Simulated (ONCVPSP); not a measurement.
**Ag (Z = 47): one change to an ONCV potential, before and after**

```json
{"Element": "Ag (Z = 47)", "Generator": "ONCVPSP 4.0.1", "Type": "optimised norm-conserving Vanderbilt (ONCV)", "Functional": "PBE", "Relativity": "scalar-relativistic", "Frozen core": "[Ar] 3d10 4s2", "Valence charge": "17", "Reference configuration": "4p6 4d10 5p1", "Partial waves": "s scattering state at 0.33 Ha: rc 1.75 bohr, ncon 3, nbas 8, qcut 3.7 1/bohr, 2 projectors, debl 1.6 Ha; 4p+5p: rc 1.65 bohr, ncon 4, nbas 9, qcut 8.6 1/bohr, 2 projectors; 4d: rc 1.80 bohr, ncon 4, nbas 8, qcut 10.5 1/bohr, 2 projectors, debl 1 Ha; f scattering state at 0.43 Ha: rc 1.65 bohr, ncon 4, nbas 7, qcut 6.4 1/bohr, local", "Local potential": "the f channel", "Core correction": "Teter function, fcfact 3, rcfact 1.3"}
```

In the s channel the program set the typed energies aside and used 0.050, 1.650 Ha.

All-electron outer shells of the reference configuration (PBE, scalar-relativistic, ld1.x):

| shell | level (eV) | outermost node (bohr) | outermost maximum (bohr) |
| --- | --- | --- | --- |
| 4s | -97.07 | 0.44 | 0.82 |
| 4p | -60.61 | 0.44 | 0.88 |
| 4d | -9.43 | 0.43 | 1.04 |
| 5p | -1.69 | 1.25 | 3.58 |

Change: p: qcut 5.3.

Cutoffs: the cutoffs (Ha) at which the residual kinetic energy of the hardest occupied pseudo-wave falls to 1 and 0.1 mHa per electron; they do not see the model core or the augmentation charge, which bear on the density cutoff. Errors are all-electron minus pseudo energies relative to the spin-unpolarised reference configuration.

**Question.** How do hardness, ghosts and transferability respond?

**Answer.** The potential gets harder (31 Ha and 37 Ha → 36 Ha and 96 Ha); both files keep a bound ghost (s); of the 4 tests that both files solve, the error grows in 1 and shrinks in 0 by more than 15 % and 0.3 meV (median size 2.4 → 2.7 meV); the range in which the p phases agree narrows (upper end at the end of the scan → 1.7).

```tsv
quantity	base	changed
cutoff, loose	31 Ha	36 Ha
cutoff, tight	37 Ha	96 Ha
loose cutoff by channel	p 20 Ha, d 31 Ha	p 36 Ha, d 31 Ha
bound ghosts	s	s
GHOST(+) flags under 300 eV	s at 244.8 eV	s at 244.8 eV
error for 4p6 4d10 5s1 5p0, meV [ΔE -3.87 eV]	-4.0	-3.9
error for 4p6 4d10 5p0, meV [ΔE 3.89 eV]	-0.3	-0.3
error for 4p6 4d9 5p0, meV [ΔE 26.01 eV]	-0.9	-1.5
error for 4p6 4d9 5s1 5p0, meV [ΔE 9.29 eV]	-30	-31
s: phases at 1.77 bohr within 0.05 rad from the reference energy up to (Ha; the scan ends near 5)	to the end of the scan	to the end of the scan
p: phases at 1.67 bohr within 0.05 rad from the reference energy up to (Ha; the scan ends near 5)	to the end of the scan	1.7
d: phases at 1.83 bohr within 0.05 rad from the reference energy up to (Ha; the scan ends near 5)	to the end of the scan	to the end of the scan
f: phases at 1.67 bohr within 0.05 rad from the reference energy up to (Ha; the scan ends near 5)	1.9	1.9
rms error of d²Exc/dni dnj with the model core, mHa	1.29	1.30
```

 A true bound ghost makes a file unfit for plane-wave use even where its test errors are small: the radial tests pick states by their node count and pass the ghost by.
